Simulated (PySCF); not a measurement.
Isomers of CH7NOSi2, mass 105.007 u with the commonest isotopes. Theory: PBE0-D3(BJ)/def2-SVP geometry optimisation, gas phase in PySCF 2.14.0. One conformer each, none proved a minimum here; rigid rotors.

Question: Order these by rotational constant B, smallest first.
A. `O=CN([SiH3])[SiH3]`
B. `[CH2:1]=[N:2][SiH2:3][O:4][SiH3:5]` with C1–N2–Si3–O4 125°, N2–Si3–O4–Si5 41°
C. `[NH2:1][C:2](=[O:3])[SiH2:4][SiH3:5]` with N1–C2–Si4–Si5 138°

Answer: B (1606 MHz), C (1676 MHz), A (2400 MHz).

Question: Order these by dipole moment, largest first.
A. `O=CN([SiH3])[SiH3]`
B. `[NH2:1][C:2](=[O:3])[SiH2:4][SiH3:5]` with N1–C2–Si4–Si5 138°
C. `[CH2:1]=[N:2][SiH2:3][O:4][SiH3:5]` with C1–N2–Si3–O4 125°, N2–Si3–O4–Si5 41°

Answer: B (3.39 D), A (2.67 D), C (1.48 D).

Question: Order these by rotational constant C, largest first.
A. `[NH2:1][C:2](=[O:3])[SiH2:4][SiH3:5]` with N1–C2–Si4–Si5 138°
B. `O=CN([SiH3])[SiH3]`
C. `[CH2:1]=[N:2][SiH2:3][O:4][SiH3:5]` with C1–N2–Si3–O4 125°, N2–Si3–O4–Si5 41°

Answer: B (1583 MHz), A (1427 MHz), C (1374 MHz).

```csv
SMILES,point group,Ia (u·Å²),Ib (u·Å²),Ic (u·Å²),κ,μa (D),μb (D),μc (D)
O=CN([SiH3])[SiH3],–,120.63,210.62,319.17,-0.37,2.63,0.50,0.01
C=N[SiH2]O[SiH3],C1,75.56,314.59,367.82,-0.91,1.38,0.20,0.50
NC(=O)[SiH2][SiH3],C1,91.55,301.48,354.13,-0.88,1.66,2.60,1.40
```
